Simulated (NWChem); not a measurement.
MoNHOClF; SMILES [NH]=[Mo](=[O])([F])[Cl]

```xyz
6

Mo     0.0036    -0.2443    -0.0226
O      0.8276    -0.7528     1.3276
N      0.9272    -0.7084    -1.3870
H      1.7877    -1.1392    -1.7269
F     -1.6475    -1.0645    -0.1329
Cl    -0.1182     2.0254    -0.0116
```
Atoms are numbered in this order, from 1.

Level: PBE0/def2-SVP with def2 effective core potentials on Mo (NWChem), optimised geometry, unscaled harmonic frequencies. def2 effective core potentials on Mo; no spin-orbit coupling.

```tsv
frequency (cm⁻¹)	IR intensity (km/mol)
143	4.0
195	2.1
236	1.6
253	3.3
326	25.5
427	43.1
537	152.1
649	66.5
725	187.1
1031	133.0
1079	112.5
3610	226.2
```

```json
{
  "zero_point_energy": "13.2 kcal/mol",
  "thermal correction to the enthalpy at 298.15 K (with zero-point energy)": "17.7 kcal/mol",
  "heat capacity Cv": "19.8 cal/(mol K)",
  "entropy at 298.15 K and 1 atm (symmetry number 1)": "81.0 cal/(mol K)"
}
```

Rigid rotor and harmonic oscillator.
